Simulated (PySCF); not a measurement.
**Potential energy of CeB along the bond**

Set-up: PySCF, spin-free X2C with a Gaussian nucleus, basis sets Ce x2c-SVPall, B x2c-SVPall. Energies in eV from Ce (4f1 5d1 6s2) + B in their ground configurations at the same level. State: sextet, about 1.3 electrons in the 4f shell (Mulliken), real f orbitals that mix terms.

```
R (Å)   ωB97X
1.966  -1.832
2.057  -2.257
2.149  -2.488
2.217  -2.560
2.286  -2.564
2.355  -2.511
2.446  -2.375
2.560  -2.134
2.697  -1.789
2.880  -1.291
```

Task: Put a parabola through the three lowest points of the ωB97X curve and estimate Re, k and ωe (reduced mass 10.21 u; 1 eV/Å² = 0.16022 mdyn/Å; ωe = 1302.8·√(k/μ) cm⁻¹).

Result: Through R = 2.217, 2.286, 2.355 Å the second-order coefficient is 5.99 eV/Å², so Re ≈ 2.256 Å, k ≈ 1.92 mdyn/Å and ωe ≈ 565 cm⁻¹. A polynomial fit of higher order to the unrounded ωB97X energies gives Re = 2.255 Å, k = 2.10 mdyn/Å, ωe = 591 cm⁻¹; anharmonicity and rounding make the difference.

The higher-order fit for each curve: ωB97X: Re = 2.255 Å, ωe = 591 cm⁻¹, De = 2.57 eV.

Spin–orbit coupling is left out, which matters for elements this heavy, above all for dissociation energies. The state is the lowest single determinant that the PBE0 search found; with open d or f shells the true ground state can be another one.
